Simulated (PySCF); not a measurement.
Work out the structure from these simulated measurements.

Formula: C5H9NO3Si.

| Item | Value |
| --- | --- |
| 1H NMR | chemical shifts (computed TMS as zero) by class: 7.89 (1 H), 7.04 (1 H), 5.20 (2 H), 4.10 (1 H), 4.07 (1 H), 2.17 (3 H) ppm [GIAO PBE0/pcSseg-1] |
| Rotational structure | rotational constants A, B, C: 3.412, 0.506, 0.449 GHz [GFN2-xTB] |
| Dipole | 2.78 D [PBE0/pcSseg-1] |
| 13C NMR | chemical shifts (computed TMS as zero) by class: 176.8 (1 C), 168.8 (1 C), 155.1 (1 C), 81.3 (1 C), 23.9 (1 C) ppm [GIAO PBE0/pcSseg-1] |
| NMR, other nuclei | isotropic shieldings of nuclei other than C and H, by class: -121 (1 N), -126 (1 O), 116 (1 O), 212 (1 O), 381 (1 Si) ppm [GIAO PBE0/pcSseg-1] |

Gas-phase values; electronic properties from PySCF, density fitting. Levels stand in brackets. Isolated species at its GFN2-xTB geometry (one conformer only). NMR values are class means; diastereotopic atoms form classes of their own.

Question: Propose a structure and show how it fits.

Answer: Numbering: `[CH2:1]=[N:2][C:3](=[CH2:4])[O:5][SiH2:6][O:7][C:8]([CH3:9])=[O:10]`. Its formula, C5H9NO3Si, gives 3 degrees of unsaturation: 0 rings and 3 π bonds in the structure found. 5 carbons fall into 5 classes; from least to most shielded: carbonyl carbon [C8] (176.8 ppm), vinylic carbon bearing oxygen [C3] (168.8 ppm), imine carbon [C1] (155.1 ppm), terminal =CH2 carbon [C4] (81.3 ppm), methyl carbon next to a carbonyl [C9] (23.9 ppm). Hydrogen classes from least to most shielded: 1 H on an imine carbon, C1 (7.89 ppm), 1 H on an imine carbon, C1 (7.04 ppm), 2 H on an oxygen-bound silicon, Si6 (5.20 ppm), 1 H on a terminal =CH2 carbon, C4 (4.10 ppm), 1 H on a terminal =CH2 carbon, C4 (4.07 ppm), 3 H on a methyl carbon next to a carbonyl, C9 (2.17 ppm). The other shieldings belong to: -121 ppm, imine nitrogen [N2]; -126 ppm, carbonyl oxygen [O10]; 116 ppm, oxygen singly bound to a carbonyl carbon [O7]; 212 ppm, silyl ether oxygen [O5]; 381 ppm, oxygen-bound silicon [Si6]. The optimised geometry has point group C1 and is an asymmetric top. Structure: `N(=C)C(=C)O[SiH2]OC(=O)C`. Computed isomers that give other values at the same levels: `CO[Si@H](O)n1ccc(O)c1` (13C chemical shifts (computed TMS as zero) by class: 155.3 (1 C), 121.6 (1 C), 107.2 (1 C), 104.2 (1 C), 53.7 (1 C) ppm); `NC(=O)C[C@H]1OCC(=O)[SiH2]1` (13C chemical shifts (computed TMS as zero) by class: 266.1 (1 C), 177.8 (1 C), 82.6 (1 C), 71.1 (1 C), 40.6 (1 C) ppm); `CC(=O)[C@@H]1C[Si@H](C(N)=O)O1` (13C chemical shifts (computed TMS as zero) by class: 219.1 (1 C), 178.7 (1 C), 81.2 (1 C), 29.2 (1 C), 24.6 (1 C) ppm). The assignments are read from this structure; whether some other isomer fits the data as well wasn't checked.
